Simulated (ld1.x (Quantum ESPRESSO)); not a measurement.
# What the settings do to the RRKJ potential of B (Z = 5)

Base potential:

- Element: boron (B)
- Generator: ld1.x (Quantum ESPRESSO) 7.5
- Type: norm-conserving RRKJ (Kleinman–Bylander form)
- Functional: LDA (PZ)
- Relativity: scalar-relativistic
- Frozen core: [He]
- Valence charge: 3
- Reference configuration: 2s1.75 2p1.25
- Partial waves: 2p (bound): rc 3.95 bohr; 2s (bound): rc 1.50 bohr
- Local potential: the s channel
- Core correction: Bessel-smoothed model core, default radius (core density twice the valence density)

All-electron outer shells of the reference configuration (LDA (PZ), scalar-relativistic, ld1.x):

```json
{"shell": "1s", "level (eV)": "-178.93", "outermost node (bohr)": "–", "outermost maximum (bohr)": "0.21"}
{"shell": "2s", "level (eV)": "-9.51", "outermost node (bohr)": "0.46", "outermost maximum (bohr)": "1.52"}
{"shell": "2p", "level (eV)": "-3.84", "outermost node (bohr)": "–", "outermost maximum (bohr)": "1.55"}
```

Cutoffs, loose and tight: the cutoffs (Ry, on a coarse ladder) from which the occupation-weighted sum of valence levels, in a spherical-Bessel basis at the reference potential, stays within 10 and 1 mRy of its value at 400 Ry. They do not see the model core or the augmentation charge, which bear on the density cutoff. Test errors are all-electron minus pseudo excitation energies from the reference, over the configurations 2s2 2p1; 2s2 2p0; 2s1 2p0; 2s2 2p0.5; 2s1 2p1; 2s2 2p1.3; 2s1 2p2 (two spin-polarised tests are not counted in the largest error). A dash means not determined; rows that change the core or the reference have their own tests. The largest error is taken over the tests solved by every variant that gives reliable tests at all: 2s1 2p0; 2s1 2p2; 2s2 2p0; 2s2 2p0.5; 2s2 2p1; 2s2 2p1.3.

Cutoffs are not given where the Bessel-basis levels miss the radial ones by over 6 mRy, ghosts where they miss by over 20 mRy; a channel whose overlap is not positive is not tested.

The default core radius of the base comes out at 0.68 bohr.

```tsv
change	outcome	cutoff, loose	cutoff, tight	bound ghosts	largest test error (meV)
base	generated	18 Ry	50 Ry	none	+998
all radii but the core radius scaled by about 1.13 (s 1.70, p 4.48 bohr)	generated	15 Ry	40 Ry	none	+1467
type ultrasoft; waves now 2s (bound): rcut 1.30, rcutus 1.50 bohr; 2s channel at -0.3 Ry: rcut 1.30, rcutus 1.50 bohr; 2p (bound): rcut 3.45, rcutus 3.95 bohr; 2p channel at 0.1 Ry: rcut 3.45, rcutus 3.95 bohr; local potential all-electron potential smoothed inside 2.45 bohr (lloc = -2); augmentation built from norm-conserving waves at rcut, not smoothed further	generated	–	–	not determined	+492
reference 2s2 2p1	generated	18 Ry	50 Ry	none	+821
wave 2p (bound): rc 3.95 bohr becomes 2p (bound): rc 4.62 bohr	generated	18 Ry	50 Ry	none	+1690
core correction Bessel-smoothed model core inside 1.32 bohr	generated	18 Ry	50 Ry	none	+1007
core none, valence charge 5; reference 1s2 2s1 2p0; waves now 1s (bound): rc 0.30 bohr; 2p (bound): rc 2.00 bohr; local potential all-electron potential smoothed inside 1.60 bohr (lloc = -1); core correction none	generated, misses its reference levels by 2.75 eV	–	–	not determined	-4459
wave 2s (bound): rc 1.50 bohr becomes 2s (bound): rc 2.22 bohr	generated	10 Ry	15 Ry	none	+1013
non-relativistic	generated	18 Ry	50 Ry	none	+998
core correction Bessel-smoothed model core inside 0.56 bohr	generated	18 Ry	50 Ry	none	+998
local potential all-electron potential smoothed inside 3.00 bohr (lloc = -2)	generated	30 Ry	40 Ry	none	+998
core correction Bessel-smoothed model core inside 1.46 bohr	generated	18 Ry	50 Ry	none	+1012
```

What comes out with this change to the base: local potential the p channel?

outcome: generated; cutoff, loose: 30 Ry; cutoff, tight: 40 Ry; bound ghosts: none; largest test error (meV): +744.
